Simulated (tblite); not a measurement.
Give a GFN2-xTB geometry of `p1c(-c2ccccc2)[p-]cc1`. (Charge -1.)

```
atom  x, y, z in Å
C1    -3.0286    0.7133   -0.5762
C2    -2.5964   -0.5967   -0.7252
C3    -1.2619   -0.9126   -0.5938
C4    -0.3023    0.0694   -0.3118
C5     1.0955   -0.2590   -0.1849
P6     1.6786   -1.9116   -0.3386
C7     3.3390   -1.4808   -0.0843
C8     3.6310   -0.1552    0.1281
P9     2.3134    0.9723    0.1245
C10   -0.7610    1.3856   -0.1635
C11   -2.0960    1.7004   -0.2920
H12   -4.0776    0.9616   -0.6804
H13   -3.3148   -1.3772   -0.9487
H14   -0.9264   -1.9352   -0.7109
H15    4.1085   -2.2458   -0.0965
H16    4.6457    0.1919    0.2944
H17   -0.0345    2.1583    0.0541
H18   -2.4211    2.7276   -0.1708
```

Orientation and origin are arbitrary. Atoms count from 1 in this order. The 6-membered ring C1–C2–C3–C4–C10–C11 has internal angles of 117.1° to 121.5° (sum 720°, against 720° for a flat polygon); it is planar, 0.00 Å rms from its mean plane, widest ring torsion 0°. P6 (phosphorus bonded to 2 C) is bent (angle 94.1°). Of the pairs four or more bonds apart, P9···H17 is among the closest relative to their van der Waals radii: 2.63 Å, 88 % of the sum of Bondi's values. C4 (substituted aromatic carbon) is planar (angles 121.5°, 121.5° and 117.1°, sum 360.0°, 0.00 Å off the plane of its three neighbours).

Bonds between heavy atoms (Å): C1–C2 1.387, C2–C3 1.378, C3–C4 1.402, C4–C5 1.441, C5–P6 1.759, P6–C7 1.734, C7–C8 1.374, C8–P9 1.734, C4–C10 1.402, C10–C11 1.378, C1–C11 1.387, C5–P9 1.759.

Computed geometry: GFN2-xTB, gas phase.

Its GFN2-xTB frequencies are all real (lowest 28 cm⁻¹). Torsions: C3–C4–C5–P6 -1°.

One conformer stands for the species.
